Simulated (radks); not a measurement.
Values are calculated unless marked as measured or tabulated.
Task: Species: the rhodium ion Rh2+. Configuration: [Kr] 4d7. Level of theory: Dirac Kohn-Sham, PBEsol, spin-unpolarised, spherical densities, point nucleus; open shells fill j = l - 1/2 first (a radial shooting solver on a logarithmic mesh with Libxc functionals). Some entries of the table are withheld. Estimate them.

orbital  occ.  eigenvalue (Ry)  <r> (bohr)
1s1/2       2        -1692.966     0.03264
2s1/2       2        -246.7184      0.1416
2p1/2       2        -228.5801      0.1203
2p3/2       4        -217.9604      0.1252
3s1/2       2        -45.33958      0.3907
3p1/2       2        -38.24156      0.3833
3p3/2       4        -36.41424      0.3940
3d3/2       4        -23.83707         (1)
3d5/2       6        -23.47655         (2)
4s1/2       2         -7.58752      0.9777
4p1/2       2         -5.42401       1.055
4p3/2       4         -5.13338       1.085
4d3/2       4         -1.90706         (3)
4d5/2       3         -1.87425         (4)

Result: 
(1) 3d3/2 <r> (bohr): 0.3685
(2) 3d5/2 <r> (bohr): 0.3719
(3) 4d3/2 <r> (bohr): 1.436
(4) 4d5/2 <r> (bohr): 1.452
